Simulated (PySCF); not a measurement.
What does the GFN2-xTB structure of `CO/C(=C/F)C(=O)O` look like in three dimensions?

```xyz
13
C4H5FO3 angstrom
C      1.9244   -0.4950    0.3359
O      0.5638   -0.8227    0.1756
C     -0.3326    0.1869    0.0909
C     -0.0291    1.4909    0.1458
F     -0.9571    2.4450    0.0584
C     -1.7394   -0.2925   -0.0747
O     -2.7054    0.4129   -0.1780
O     -1.8034   -1.6253   -0.0949
H      2.4493   -1.4474    0.3809
H      2.0936    0.0610    1.2631
H      2.2963    0.0893   -0.5113
H      0.9607    1.9056    0.2635
H     -2.7254   -1.9084   -0.2019
```

Orientation and origin are arbitrary. Atoms count from 1 in this order. The 4 C–O bonds span 1.201 Å (C6=O7, drawn double) to 1.409 Å (C1–O2, drawn single), a spread of 0.208 Å. O8 (acid hydroxyl oxygen) is bent (angle 109.8°). The 2 C–C bonds span 1.340 Å (C3=C4, drawn double) to 1.495 Å (C3–C6, drawn single), a spread of 0.155 Å. The 8 heavy atoms lie in one plane (0.003 Å rms).

Bonds between heavy atoms (Å): C1–O2 1.409, O2–C3 1.353, C3=C4 1.340, C4–F5 1.334, C3–C6 1.495, C6=O7 1.201, C6–O8 1.334.

The geometry is computed with GFN2-xTB (gas phase).

Point group: Cs (every atom within 0.08 Å of its image). No GFN2-xTB frequencies stand behind this structure, so it isn't proved a minimum. The numbers are those of one conformer (C1–O2–C3–C4 0°, O2–C3–C6–O7 180°, C3–C6–O8–H 180°).
